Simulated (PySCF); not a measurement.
H₃Br₂NSn, SMILES [SnH]([NH2])([Br])[Br] (CAM-B3LYP/def2-SVP optimised geometry):

```
7

Sn    -0.805    -0.745     0.000
N      1.204    -0.745     0.000
Br    -1.467     1.647     0.000
Br    -1.462    -1.823     2.137
H     -1.656    -1.520    -1.258
H      1.656    -0.226    -0.749
H      1.655    -1.647     0.132
```

Computed with CAM-B3LYP/def2-TZVP, def2 effective core potentials past Kr in PySCF.

Problem. What are the frontier orbital energies and the dipole moment?

Solution. HOMO-2 -9.85 eV, HOMO-1 -9.75 eV, HOMO -9.36 eV, LUMO -0.84 eV, LUMO+1 0.49 eV; dipole moment 3.29 D.

On the same geometry PBE/def2-TZVP, def2 effective core potentials past Kr in PySCF 2.14.0 gives HOMO-2 -7.22 eV, HOMO-1 -7.18 eV, HOMO -6.48 eV, LUMO -2.70 eV, LUMO+1 -1.21 eV; dipole moment 3.08 D.
